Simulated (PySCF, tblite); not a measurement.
Isomers of C4H8FO2Si (doublet state), one GFN2-xTB conformer each. Single-point energies are computed at B3LYP/pcH-1 (PySCF, gas phase, no added dispersion term), electronic only. GFN2-xTB treats the open shell by occupation alone, and not every SCF solution was tested for stability.

```
                    SMILES  GFN2-xTB relative energy (kcal/mol)
  O=CC[C@@H](F)[CH]O[SiH3]                                 12.7
[CH2][C@H](F)C(=O)C[SiH2]O                                 12.9
     CO[Si@@H](F)/C=[C]\CO                                  0.0
```

Conformers: `[O:1]=[CH:2][CH2:3][C@@H:4]([F:5])[CH:6][O:7][SiH3:8]` (doublet state) with O1–C2–C3–C4 -3°, C2–C3–C4–F5 167°, C3–C4–C6–O7 131°, C4–C6–O7–Si8 -7°; `[CH2:1][C@H:2]([F:3])[C:4](=[O:5])[CH2:6][SiH2:7][OH:8]` (doublet state) with H–C1–C2–F3 28° and -161°, C1–C2–C4–O5 -89°, C2–C4–C6–Si7 -112°, C4–C6–Si7–O8 -35°, C6–Si7–O8–H 6°; `[CH3:1][O:2][Si@@H:3]([F:4])/[CH:5]=[C:6]\[CH2:7][OH:8]` (doublet state) with C1–O2–Si3–F4 51°, O2–Si3–C5–C6 30°, C5–C6–C7–O8 17°, C6–C7–O8–H -50°.

Task: What does B3LYP/pcH-1 give for the same structures?

Result: 
| SMILES | B3LYP/pcH-1 E (Eh) | B3LYP/pcH-1 (kcal/mol) | GFN2-xTB (kcal/mol) | point group |
| --- | --- | --- | --- | --- |
| CO[Si@@H](F)/C=[C]\CO | -697.06654 | 0.0 | 0.0 | C1 |
| [CH2][C@H](F)C(=O)C[SiH2]O | -697.03533 | 19.6 | 12.9 | C1 |
| O=CC[C@@H](F)[CH]O[SiH3] | -697.00539 | 38.4 | 12.7 | C1 |

Both levels put the same isomer lowest; measured from each level's own lowest isomer, the values differ by up to 25.7 kcal/mol (O=CC[C@@H](F)[CH]O[SiH3]: 12.7 against 38.4). As drawn, the lowest has an O–H bond, an Si–F bond and an Si–C bond, which the highest lacks.

Task: What happens when harmonic zero-point energies from GFN2-xTB frequencies are added?

Result: 
```tsv
SMILES	ZPE (kcal/mol)	electronic (kcal/mol)	with ZPE (kcal/mol)
CO[Si@@H](F)/C=[C]\CO	70.9	0.0	0.0
[CH2][C@H](F)C(=O)C[SiH2]O	68.4	19.6	17.1
O=CC[C@@H](F)[CH]O[SiH3]	67.2	38.4	34.7
```

The zero-point energies span 3.7 kcal/mol. The order is unchanged.

Task: As an exercise, what shares would exp(−E/RT) give at 2000 K from these electronic energies alone (no entropy, no degeneracies)?

Result: RT = 3.974 kcal/mol: CO[Si@@H](F)/C=[C]\CO 99.3 %, [CH2][C@H](F)C(=O)C[SiH2]O 0.7 %, O=CC[C@@H](F)[CH]O[SiH3] under 0.1 %.
